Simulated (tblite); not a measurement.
Record of a relaxation.

C6H8BF3.
Atom-mapped SMILES: `[CH2:1]=[C:2]([CH3:3])/[CH:4]=[C:5](\[BH:6][F:7])[CH:8]([F:9])[F:10]` (hydrogens: H11, H12 on C1; H13, H14, H15 on C3; H16 on C4; H17 on B6; H18 on C8)

Computed with GFN2-xTB (tblite), gas phase: L-BFGS steps from a force-field or distance-geometry start until the largest atomic force falls under 0.01 eV/Å. 6 of its 138 geometries are shown.

Step 0: E = -879.5486 eV, largest atomic force 3.521 eV/Å
```
atom  x, y, z in Å  |  force x, y, z in eV/Å
C1     -1.738   -1.675   -0.944   -1.240  -0.829  -0.433
C2     -1.129   -0.692   -0.306    0.904  -0.315  -0.275
C3     -1.899    0.183    0.607   -1.111  -0.008  -0.096
C4      0.306   -0.565   -0.537   -0.678  -1.247  -0.839
C5      1.086    0.323    0.025    0.105   1.173   1.235
B6      0.526    1.377    1.000    1.522   1.813   2.606
F7      0.970    1.431    2.395   -1.160  -0.327  -3.163
C8      2.558    0.385   -0.273   -0.815  -0.907  -0.022
F9      2.890    1.580   -0.823    0.297  -0.468   0.297
F10     2.803   -0.595   -1.214    0.840   0.728   0.561
H11    -2.831   -1.797   -0.793    0.965  -0.252  -0.406
H12    -1.200   -2.344   -1.612   -0.446   0.180   0.231
H13    -2.971   -0.214    0.560    1.245   0.877   0.318
H14    -1.875    1.230    0.234   -0.100  -0.689   0.596
H15    -1.536    0.061    1.638   -0.104   0.439  -0.338
H16     0.782   -1.283   -1.205   -0.545   0.034  -0.005
H17     0.185    2.429    0.536   -0.194  -0.471   0.645
H18     3.064    0.171    0.701    0.514   0.270  -0.912
```

Step 27: E = -880.4374 eV, largest atomic force 0.053 eV/Å
```
atom  x, y, z in Å  |  force x, y, z in eV/Å
C1     -1.791   -1.748   -0.994   -0.025   0.004  -0.009
C2     -1.168   -0.762   -0.346    0.022   0.003  -0.008
C3     -1.887    0.162    0.588   -0.011  -0.025  -0.025
C4      0.258   -0.575   -0.542    0.017   0.005   0.007
C5      1.018    0.366    0.031    0.038   0.002  -0.037
B6      0.623    1.528    1.016    0.037  -0.026   0.009
F7      1.010    1.421    2.268    0.010   0.030  -0.006
C8      2.505    0.355   -0.240    0.018  -0.014   0.007
F9      2.914    1.552   -0.750    0.006  -0.005   0.027
F10     2.880   -0.573   -1.151    0.001   0.009   0.008
H11    -2.846   -1.927   -0.880   -0.021   0.001   0.014
H12    -1.268   -2.403   -1.671   -0.003   0.018   0.022
H13    -2.929   -0.132    0.686   -0.006   0.010   0.032
H14    -1.846    1.182    0.212   -0.036  -0.029  -0.011
H15    -1.422    0.145    1.574   -0.005   0.008  -0.036
H16     0.726   -1.302   -1.195   -0.024   0.022  -0.003
H17     0.121    2.544    0.706   -0.021  -0.036   0.006
H18     3.094    0.174    0.676    0.004   0.022   0.003
```

Step 55: E = -880.4693 eV, largest atomic force 0.042 eV/Å
```
atom  x, y, z in Å  |  force x, y, z in eV/Å
C1     -1.795   -1.734   -1.007    0.003  -0.014  -0.008
C2     -1.172   -0.739   -0.370   -0.023   0.001  -0.027
C3     -1.915    0.170    0.556    0.001  -0.005  -0.005
C4      0.250   -0.538   -0.574   -0.019  -0.009   0.006
C5      1.027    0.369    0.042    0.006  -0.028  -0.008
B6      0.642    1.513    1.043    0.012  -0.024  -0.027
F7      1.282    1.546    2.195    0.019   0.020   0.018
C8      2.519    0.320   -0.197    0.006   0.005  -0.008
F9      2.967    1.513   -0.681    0.019   0.009  -0.012
F10     2.893   -0.606   -1.112   -0.005   0.003   0.005
H11    -2.845   -1.925   -0.863    0.010  -0.001  -0.019
H12    -1.280   -2.381   -1.696    0.009  -0.007   0.000
H13    -2.874   -0.260    0.833   -0.009  -0.003   0.007
H14    -2.091    1.127    0.069   -0.019   0.016   0.012
H15    -1.329    0.353    1.456   -0.013   0.009   0.039
H16     0.708   -1.249   -1.251    0.007   0.016   0.018
H17    -0.079    2.409    0.817    0.014   0.009   0.003
H18     3.082    0.117    0.730   -0.017   0.005   0.006
```

Step 82: E = -880.4746 eV, largest atomic force 0.058 eV/Å
```
atom  x, y, z in Å  |  force x, y, z in eV/Å
C1     -1.783   -1.717   -1.041    0.007   0.007  -0.004
C2     -1.183   -0.734   -0.362   -0.010  -0.003  -0.008
C3     -1.962    0.139    0.573   -0.002   0.007  -0.011
C4      0.240   -0.523   -0.545   -0.017   0.036  -0.028
C5      1.031    0.378    0.065    0.000  -0.005  -0.004
B6      0.693    1.550    1.043    0.016  -0.014   0.037
F7      1.453    1.683    2.114   -0.025  -0.005  -0.052
C8      2.521    0.300   -0.188    0.004  -0.007  -0.004
F9      2.987    1.464   -0.725   -0.019  -0.003   0.001
F10     2.875   -0.668   -1.066    0.008  -0.009   0.003
H11    -2.834   -1.923   -0.929    0.012   0.008  -0.003
H12    -1.249   -2.337   -1.739    0.011  -0.005   0.008
H13    -2.913   -0.324    0.823    0.004   0.001   0.009
H14    -2.161    1.097    0.097    0.003   0.031   0.012
H15    -1.402    0.329    1.488    0.017  -0.021   0.005
H16     0.698   -1.228   -1.230    0.006  -0.011   0.036
H17    -0.104    2.391    0.866   -0.018  -0.009   0.000
H18     3.086    0.128    0.744    0.007   0.003   0.003
```

Step 110: E = -880.4806 eV, largest atomic force 0.019 eV/Å
```
atom  x, y, z in Å  |  force x, y, z in eV/Å
C1     -1.774   -1.671   -1.101   -0.006   0.005   0.006
C2     -1.192   -0.720   -0.362    0.001   0.006   0.006
C3     -1.990    0.097    0.606   -0.004   0.002  -0.003
C4      0.234   -0.512   -0.511   -0.002   0.001  -0.006
C5      1.038    0.385    0.094   -0.012   0.005   0.010
B6      0.715    1.589    1.029   -0.001   0.005   0.002
F7      1.625    1.911    1.929   -0.001  -0.004   0.009
C8      2.526    0.277   -0.172    0.000   0.003   0.003
F9      2.972    1.371   -0.850    0.005   0.009  -0.013
F10     2.870   -0.786   -0.938   -0.002  -0.011  -0.001
H11    -2.828   -1.875   -1.027   -0.013  -0.010  -0.008
H12    -1.221   -2.263   -1.809   -0.003   0.005   0.000
H13    -2.968   -0.350    0.765    0.005  -0.018  -0.002
H14    -2.135    1.103    0.218    0.015  -0.001   0.003
H15    -1.472    0.173    1.560    0.000   0.012  -0.007
H16     0.700   -1.233   -1.174   -0.001  -0.008  -0.002
H17    -0.215    2.298    0.971    0.008  -0.013  -0.007
H18     3.108    0.213    0.761    0.010   0.011   0.010
```

Step 137: E = -880.4831 eV, largest atomic force 0.010 eV/Å
```
atom  x, y, z in Å  |  force x, y, z in eV/Å
C1     -1.773   -1.621   -1.153   -0.001   0.000   0.002
C2     -1.190   -0.712   -0.362   -0.001   0.001  -0.001
C3     -1.995    0.070    0.629    0.002  -0.002   0.001
C4      0.238   -0.511   -0.490   -0.002   0.006  -0.007
C5      1.045    0.379    0.127   -0.003   0.002  -0.002
B6      0.719    1.585    1.052    0.002   0.005  -0.002
F7      1.656    1.961    1.903   -0.003   0.005   0.008
C8      2.528    0.273   -0.166   -0.004   0.000   0.000
F9      2.899    1.228   -1.069    0.006  -0.002  -0.005
F10     2.889   -0.909   -0.724    0.005  -0.003   0.001
H11    -2.830   -1.818   -1.105   -0.001   0.004   0.001
H12    -1.216   -2.182   -1.884   -0.001  -0.003   0.006
H13    -2.964   -0.398    0.782    0.003  -0.004  -0.005
H14    -2.156    1.082    0.263    0.000  -0.003   0.003
H15    -1.473    0.135    1.581    0.002  -0.003  -0.002
H16     0.707   -1.229   -1.155   -0.001   0.001  -0.003
H17    -0.241    2.254    1.027    0.000   0.001   0.001
H18     3.148    0.418    0.731   -0.004  -0.005   0.003
```

Question: Summarise the path.

Answer: The energy falls by 21.55 kcal/mol from step 0 to step 137; nine tenths of that is first reached at step 7. It falls at every step. The largest force goes from 3.521 to 0.010 eV/Å. Among the bonds B6–F7 changes most, from 1.466 to 1.321 Å; the atoms move by 0.385 Å rms after alignment.

What follows is the cost of the whole relaxation. The run took 4.4 s wall, 2.8 s CPU on an Intel Xeon at 2.50 GHz with one thread, on a shared host.
